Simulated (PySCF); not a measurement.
## Potential energy of AsN along the bond

Set-up: PySCF, scalar-relativistic core potentials, basis sets As aug-cc-pVDZ-PP with ECP10, N aug-cc-pVDZ. Energies in eV from As + N in their ground configurations at the same level. State: ¹Σ⁺ (singlet), closed shell.

Curves on a restricted Hartree–Fock reference rise too fast on stretching and do not dissociate correctly.

```
R (Å)  RHF-SCS-MP2
1.386       -2.059
1.451       -3.376
1.515       -4.173
1.564       -4.521
1.612       -4.712
1.660       -4.783
1.725       -4.747
1.805       -4.568
1.902       -4.257
2.031       -3.816
```

Problem. Put a parabola through the three lowest points of the RHF-SCS-MP2 curve and estimate Re, k and ωe (reduced mass 11.8 u; 1 eV/Å² = 0.16022 mdyn/Å; ωe = 1302.8·√(k/μ) cm⁻¹).

Solution. Through R = 1.612, 1.66, 1.725 Å the second-order coefficient is 18.0 eV/Å², so Re ≈ 1.677 Å, k ≈ 5.77 mdyn/Å and ωe ≈ 911 cm⁻¹. A polynomial fit of higher order to the unrounded RHF-SCS-MP2 energies gives Re = 1.674 Å, k = 5.45 mdyn/Å, ωe = 885 cm⁻¹; anharmonicity and rounding make the difference.

The higher-order fit for each curve: RHF-SCS-MP2: Re = 1.674 Å, ωe = 885 cm⁻¹, De = 4.79 eV.

Correlated steps freeze 5 core orbitals. Correlated levels converge slowly with the basis: in double zeta they bind strong bonds too weakly, by up to about 1 eV, and carry superposition errors of some tenths. Where the molecule has an RHF reference, its open-shell atoms are computed with UHF.
